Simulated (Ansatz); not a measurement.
Basis sets compared for the cluster Pd2S2⁻. Total charge -1; doublet. Geometry PBE0-D4/def2-SVPD. Ansatz on 4 threads of AMD EPYC 9R45 on a shared host; times are rough, and most runs start from earlier orbitals.

```
atom    x (Å)    y (Å)    z (Å)
 Pd1   1.2044   0.6407   0.2540
 Pd2  -1.2044  -0.6407  -0.2540
  S3  -0.8514   1.2235   0.9508
  S4   0.8513  -1.2235  -0.9508
```

In the def2 sets Pd takes a core potential; there is no spin–orbit coupling. The structure comes from a short search, and lower isomers may exist.

| level | functions | energy (Eh) | HOMO (eV) | LUMO (eV) | wall time |
| --- | --- | --- | --- | --- | --- |
| PBE-D4/def2-SVPD | 122 | -1051.7945 | -0.25 | 0.26 | 0.9 s |
| PBE0-D4/def2-SVPD | 122 | -1051.7577 | -1.27 | 0.97 | 2 s |

**Question.** Estimate the rows for PBE-D4/def2-TZVPD, PBE0-D4/def2-TZVPD.

**Answer.** 
| level | functions | energy (Eh) | HOMO (eV) | LUMO (eV) | wall time |
| --- | --- | --- | --- | --- | --- |
| PBE-D4/def2-TZVPD | 172 | -1052.1349 | -0.23 | 0.30 | 1.2 s |
| PBE0-D4/def2-TZVPD | 172 | -1052.0925 | -1.22 | 1.02 | 4.4 s |
